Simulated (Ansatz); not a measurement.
ClHMg (SMILES [MgH][Cl]) moved off its minimum; all values from Ansatz (an electronic-structure program), cores frozen in correlated methods.
(charge 0, multiplicity 1)
```xyz
3

Mg     0.0360    -0.0102    -1.2395
H     -0.0234    -0.0927    -2.9217
Cl     0.0304     0.0744     0.9587
```

Forces at MP2/def2-TZVPPD (eV/Å):

```json
[
 {"atom": "Mg1", "Fx": "-0.037", "Fy": "-0.012", "Fz": "-0.031"},
 {"atom": "H2", "Fx": "0.021", "Fy": "0.006", "Fz": "0.004"},
 {"atom": "Cl3", "Fx": "0.016", "Fy": "0.006", "Fz": "0.028"}
]
```

Question: Give the forces (eV/Å), the total energy and the dipole at CCSD(T)/def2-TZVPPD.

Answer: 
```tsv
atom	Fx	Fy	Fz
Mg1	-0.034	-0.009	0.017
H2	0.019	0.003	-0.054
Cl3	0.016	0.006	0.037
```
Energy -660.0350 hartree, dipole 1.61 D.
